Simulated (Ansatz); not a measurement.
Computed with Ansatz on PBE0-D4/def2-TZVP structures; ΔE is electronic, products minus reactants. CCSD(T)/CBS adds triple-zeta CCSD(T) − MP2 to the extrapolated MP2 energy (def2 sets, frozen cores). This one scheme is used for every species. DFT in def2-TZVPP. For Ge outer-core shells are correlated without core-valence functions, which leaves a few kJ/mol of doubt a bond. Scalar relativity is left out up to krypton.

`[Cl][GeH]([Cl])[Cl]` + GeH₄ → `[Cl][GeH]([Cl])[GeH3]` + HCl  (formal exchange of groups at a Ge–Cl bond)

| level | ΔE (kJ/mol) |
| --- | --- |
| LDA (SPW92) | 29.2 |
| HF/def2-TZVPP | 52.0 |

What does CCSD(T)/CBS give? (Best estimate.)

Ansatz gave: +31.9 kJ/mol. The listed levels differ from it by -2.7, 20.1 kJ/mol.

Largest T1 diagnostic among the species: 0.012.

In def2-TZVPP, CCSD(T) changes the Hartree–Fock value by −17.4 kJ/mol (the triples alone add −0.2 kJ/mol) and MP2 by −14.7 kJ/mol. From PBE to PBE0 (25 % exact exchange), in def2-TZVPP and without D4, ΔE moves by +3.2 kJ/mol.
